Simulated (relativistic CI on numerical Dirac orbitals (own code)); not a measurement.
# Spin-allowed bands of a d3 ion in an octahedral site, by hand

Problem. A d3 ion in an octahedral site has a 4A2 ground term and spin-allowed bands at ν1 = 21550 and ν2 = 30450 cm⁻¹ (from a computed ligand-field model). Find Δ and the Racah parameter B, and predict the third band.

Working.
1. The F term splits into A2 (−1.2Δ), T2 (−0.2Δ) and T1 (+0.6Δ), so ν1 = E(T2) − E(A2) = Δ = 21550 cm⁻¹.
2. T1(F) mixes with T1(P), which lies at 15B, through an element 0.4Δ. The two roots, counted from A2, are ν2,3 = ½(15B + 3Δ) ∓ ½√[(15B − Δ)² + 12BΔ].
3. Solving the lower root for B gives B = (2ν1² + ν2² − 3ν1ν2)/(15ν2 − 27ν1) = -112585000/-125100 = 900 cm⁻¹.
4. The sum of the roots is 15B + 3Δ, so ν3 = 15B + 3ν1 − ν2 = 47699 cm⁻¹ (210 nm).

Check. The bands were computed by exact diagonalisation of the d3 shell with B = 900 and Δ = 21550 cm⁻¹, which gives ν3 = 47700 cm⁻¹. C does not enter the terms of highest spin.
